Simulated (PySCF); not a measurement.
Cd²⁺ (cadmium, charge +2) across methods

[Kr] 4d9 5s1, high-spin 3D determinant (an excited configuration). Computed with PySCF 2.14 in aug-cc-pVTZ-PP with ECP28MDF, with scalar relativity through the core potential. The B2PLYP total includes its PT2 part (frozen core); its orbital energies are those of the SCF part.

| method | E (hartree) | mean ε 4d α (eV) | mean ε 4d β (eV) | mean ε 5s α (eV) | Σ⟨r²⟩ (bohr²) | ⟨S²⟩ |
| --- | --- | --- | --- | --- | --- | --- |
| r2SCAN | -166.4737 | -35.680 | -34.361 | -24.026 | 30.15 | 2.001 |
| PBE | -166.4206 | -35.114 | -33.972 | -23.781 | 30.32 | 2.001 |
| PBE0 | -166.4199 | -37.532 | -36.314 | -24.575 | 30.25 | 2.001 |
| UHF | -165.63865 | -43.736 | -42.244 | -26.276 | 30.41 | 2.002 |
| LDA | -166.0986 | -35.276 | -34.131 | -24.165 | 30.37 | 2.000 |
| PW91 | -166.4891 | -35.204 | -34.069 | -23.891 | 30.31 | 2.001 |
| r2SCAN0 | -166.4446 | -37.941 | -36.612 | -24.825 | 30.15 | 2.001 |
| B2PLYP | -166.2703 | -39.813 | -38.547 | -25.278 | 30.32 | 2.001 |
| wB97M-V | -166.3624 | -40.023 | -38.892 | -26.528 | 30.30 | 2.001 |

Energies and moments cover only the electrons outside the core potential.
